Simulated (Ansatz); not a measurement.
# Nudged elastic band run: FH$_{2}$SeSi, charge -1

Input:

```yaml
crystal:
  periodic: [false, false, false]
  atoms:
    - { symbol: F, position_ang: [-0.704494, -0.992485, 1.499353] }
    - { symbol: Si, position_ang: [-0.999906, -0.121109, 0.073188] }
    - { symbol: Se, position_ang: [1.285948, 0.530539, -0.614337] }
    - { symbol: H, position_ang: [-0.851435, -1.307744, -0.930733] }
    - { symbol: H, position_ang: [1.269896, 1.890799, -0.02747] }
total_charge: -1
basis:
  gaussian: { orbitals: def2-SVP }
hamiltonian:
  xc: b3lyp
neb:
  order_check: false
  images: 5
  f_tol: 0.05
  max_iterations: 60
  initial_path: linear
  final_atoms:
    - { symbol: F, position_ang: [-0.89151168, -0.74506368, 1.51862243] }
    - { symbol: Si, position_ang: [-0.24576918, -1.17630094, 0.00935339] }
    - { symbol: Se, position_ang: [1.55952348, 0.49465826, -0.29113507] }
    - { symbol: H, position_ang: [-1.2314126, -0.34571472, -0.86520796] }
    - { symbol: H, position_ang: [0.80917899, 1.77242108, -0.37163179] }
```

Command:

```bash
$ ansatz run input.yaml --threads 1 --pin off --max-ram 2048MiB --backend cpu --events-out ev --progress --plain --runs-dir out
```

Output, in part (warnings, iteration lines, the closing report on the highest movable image, with atoms numbered from 0):

```
NEB end point (image 0): max|allowed force component| = 8.856e-3 eV/Å (the criterion of neb.relax_end_points is 1.000e-2)
NEB end point (image 6): max|allowed force component| = 1.249e-2 eV/Å (the criterion of neb.relax_end_points is 1.000e-2)
NEB iter   1: max|band force component| = 1.948e1 eV/Å  barrier→ = 7.2782 eV  barrier← = 7.2241 eV  Δτ_max = 0.1976 Å  (168 SCF iters)
NEB iter   2: max|band force component| = 6.170e0 eV/Å  barrier→ = 3.9222 eV  barrier← = 3.8681 eV  Δτ_max = 0.1882 Å  (145 SCF iters)
NEB iter   3: max|band force component| = 3.284e0 eV/Å  barrier→ = 2.9737 eV  barrier← = 2.9197 eV  Δτ_max = 0.1060 Å  (148 SCF iters)
NEB iter   4: max|band force component| = 1.624e0 eV/Å  barrier→ = 2.5837 eV  barrier← = 2.5297 eV  Δτ_max = 0.0821 Å  (139 SCF iters)
NEB iter   5: max|band force component| = 7.113e-1 eV/Å  barrier→ = 2.3562 eV  barrier← = 2.3022 eV  Δτ_max = 0.0862 Å  (136 SCF iters)
NEB iter   6: max|band force component| = 6.007e-1 eV/Å  barrier→ = 2.1965 eV  barrier← = 2.1424 eV  Δτ_max = 0.0621 Å  (136 SCF iters)
NEB iter   7: max|band force component| = 1.618e0 eV/Å  barrier→ = 2.1063 eV  barrier← = 2.0523 eV  CI = image 3  Δτ_max = 0.1488 Å  (133 SCF iters)
NEB iter   8: max|band force component| = 4.224e-1 eV/Å  barrier→ = 2.3065 eV  barrier← = 2.2525 eV  CI = image 3  Δτ_max = 0.0497 Å  (137 SCF iters)
NEB iter   9: max|band force component| = 1.968e-1 eV/Å  barrier→ = 2.2974 eV  barrier← = 2.2434 eV  CI = image 3  Δτ_max = 0.0167 Å  (128 SCF iters)
NEB iter  10: max|band force component| = 9.542e-2 eV/Å  barrier→ = 2.2947 eV  barrier← = 2.2406 eV  CI = image 3  Δτ_max = 0.0072 Å  (129 SCF iters)
NEB iter  11: max|band force component| = 4.326e-2 eV/Å  barrier→ = 2.2943 eV  barrier← = 2.2403 eV  CI = image 3  Δτ_max = 0.0000 Å  (241 SCF iters)
Total energy: -75965.76404080 eV, -2791.6903370550 hartree
Atom 0 at    -0.920952    -0.978397     1.583211 Å, force    -0.009155    -0.007540     0.027857 eV/Å
Atom 1 at    -0.448932    -0.510240     0.035276 Å, force     0.007717     0.003309    -0.042277 eV/Å
Atom 2 at     1.439003     0.507330    -0.329525 Å, force    -0.001269    -0.022892     0.002165 eV/Å
Atom 3 at    -1.325720    -1.155514    -0.963959 Å, force     0.004350     0.004167     0.011349 eV/Å
Atom 4 at     1.256611     2.136821    -0.325003 Å, force    -0.001643     0.022957     0.000907 eV/Å
Dipole moment:     0.363541     0.035189    -0.142297 e Å
```

The forces met the threshold. Neighbouring images differ by up to 1.4 eV, so the band resolves the path poorly. Another band between the same ends (5 images) ends at a top of the same energy, where a vibrational analysis finds 1 clearly imaginary mode. Limits of this set-up: an anion without diffuse functions, the dipole of an ion depends on the origin.

Final band (atoms are numbered from 1 in the order of the input):

| image | path coordinate (Å) | energy (eV) | height of Si2 over the plane of its neighbours (Å) |
| --- | --- | --- | --- |
| 0 | 0.00 | 0.00 | -0.94 |
| 1 | 0.41 | 0.06 | -0.89 |
| 2 | 0.81 | 1.03 | -0.55 |
| 3 | 1.22 | 2.29 | -0.12 |
| 4 | 1.72 | 0.88 | 0.45 |
| 5 | 2.22 | 0.15 | 0.81 |
| 6 | 2.71 | 0.05 | 0.91 |

Run time: 2.2 min on 1 CPU thread of a shared host.
